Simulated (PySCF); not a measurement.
B(All)(H)2 (C₃H₇B), SMILES BCC=C.

The structure is a stationary point at PBE0-D3(BJ)/def2-SVP. The structure was generated by enumeration, and PubChem lists no compound with its InChIKey, so it may never have been made. One conformer was computed; it need not be the lowest.

All values below come from TDA-PBE/def2-SVPD in PySCF 2.14.0.

Vertical excitations. The molecule is in vacuum.

Computed lowest excited states:
```tsv
state	energy (eV)	λ (nm)	f	main pairs
S1	3.89	319	0.005	HOMO→LUMO 99 %
S2	5.54	224	0.001	HOMO−1→LUMO 99 %
S3	6.11	203	0.002	HOMO−2→LUMO 97 %
S4	6.36	195	0.002	HOMO−3→LUMO 94 %
S5	6.38	194	0.040	HOMO→LUMO+2 89 %
S6	7.05	176	0.005	HOMO→LUMO+3 81 %, HOMO−1→LUMO+1 14 %
S7	7.07	175	0.002	HOMO−1→LUMO+1 85 %, HOMO→LUMO+3 14 %
S8	7.12	174	0.135	HOMO→LUMO+4 71 %, HOMO→LUMO+1 16 %
S9	7.26	171	0.208	HOMO→LUMO+1 37 %, HOMO→LUMO+4 25 %, HOMO−2→LUMO+1 22 %
S10	7.49	166	0.016	HOMO→LUMO+5 98 %
T1	3.67	338	0	HOMO→LUMO 99 %
T2	4.43	280	0	HOMO→LUMO+1 97 %
T3	4.92	252	0	HOMO−1→LUMO 96 %
T4	5.66	219	0	HOMO−2→LUMO 91 %
```
Triplets are in the Tamm–Dancoff approximation.
